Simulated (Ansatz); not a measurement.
`[OH][Al]([Cl])[O][SiH3]` + `C=CCCl` → `[SiH3]/C=C\CCl` + `[OH][Al]([OH])[Cl]`  (formal exchange of groups at the Si–O bond)

Gas-phase electronic energies from Ansatz, PBE0-D4/def2-TZVP geometries. CCSD(T)/CBS adds triple-zeta CCSD(T) − MP2 to the extrapolated MP2 energy (def2 sets, frozen cores). This one scheme is used for every species. DFT in def2-TZVPP. Each species was taken in one conformer, which may not be the lowest.

Is it downhill or uphill in electronic energy at CCSD(T)/CBS, and by how much? (Best estimate.)

Ansatz gave: Uphill: ΔE = +112.4 kJ/mol.

What do these levels give: r2SCANh-D4, revPBE, BLYP, r2SCAN0, RPA@PBE/def2-TZVPP, CCSD(T)/def2-TZVPP? (Estimate.)

The calculation gave: r2SCANh-D4 110.2, revPBE 97.7, BLYP 111.4, r2SCAN0 113.1, RPA@PBE/def2-TZVPP 113.3, CCSD(T)/def2-TZVPP 112.8 kJ/mol.

Largest T1 diagnostic among the species: 0.011.

In def2-TZVPP, CCSD(T) changes the Hartree–Fock value by −27.5 kJ/mol (the triples alone add −4.5 kJ/mol) and MP2 by −27.7 kJ/mol. Leaving LDA and LC-ωPBE aside and taking each functional with its dispersion term where it has one, the values, not all of them listed here, spread over 32.5 kJ/mol, from revPBE-D4 to BHLYP-D4. LDA lies −4.0 kJ/mol from PBE without D4. From BLYP to BHLYP (50 % exact exchange), in def2-TZVPP and without D4, ΔE moves by +14.4 kJ/mol.
